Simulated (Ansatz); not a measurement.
`[OH][Ga]([Br])[Br]` + HBr → `[Br][Ga]([Br])[Br]` + H₂O at 600 K and 1 bar (ligand exchange at a Ga–O bond).

Program: Ansatz. Geometries: PBE0-D4/def2-TZVP. ΔE: electronic, gas phase. CCSD(T)/CBS is the MP2 limit (def2-TZVPP, def2-QZVPP) plus CCSD(T) − MP2 in def2-TZVPP, frozen cores. This one scheme is used for every species. For Br, Ga outer-core shells are correlated without core-valence functions, which leaves a few kJ/mol of doubt a bond. Scalar relativity is left out up to krypton. Each species was taken in one conformer, which may not be the lowest.

| species | CCSD(T)/CBS energy (Eh) | H − E (kJ/mol) | S (J/(mol·K)) |
| --- | --- | --- | --- |
| `[OH][Ga]([Br])[Br]` | -7146.50037 | 86.9 | 420.7 |
| HBr | -2573.91920 | 33.5 | 219.1 |
| `[Br][Ga]([Br])[Br]` | -9644.06608 | 50.7 | 416.7 |
| H₂O | -76.37941 | 76.8 | 212.8 |

H − E and S are ideal-gas, rigid-rotor, harmonic terms from PBE0-D4/def2-TZVP, for one conformer and one mirror image of each species. 1 Eh = 2625.50 kJ/mol, R = 8.31446 J/(mol·K).

Task: By hand: ΔE, ΔH, ΔS and ΔG.

Result: ΔE = (-9644.06608) + (-76.37941) − (-7146.50037) − (-2573.91920) = -0.02592 Eh = -68.1 kJ/mol. Δ(H − E) = 50.7 + 76.8 − 86.9 − 33.5 = 7.1, so ΔH = -61.0 kJ/mol. ΔS = 416.7 + 212.8 − 420.7 − 219.1 = -10.3 J/(mol·K). ΔG = -61.0 − 600 × (-10.3)/1000 = -54.8 kJ/mol.

Task: By hand: the equilibrium constant, and the temperature at which ΔG would vanish if ΔH and ΔS stayed fixed.

Result: log₁₀ K = −ΔG/(RT ln 10) = 4.8. ΔG = 0 at ΔH/ΔS = 5922 K, far beyond where these terms or the molecules hold.

The number of gas molecules stays the same, so ΔS is small and ΔH decides. A doubt of 5 kJ/mol in ΔE shifts log₁₀ K by 0.4 here. Other conformers and mirror images would add mixing entropy, several J/(mol·K) or more a flexible species. These are equilibria of isolated gas molecules and say nothing of rates. Largest T1 diagnostic: 0.010 (customary marks: 0.02 for closed shells, 0.045 for open ones).
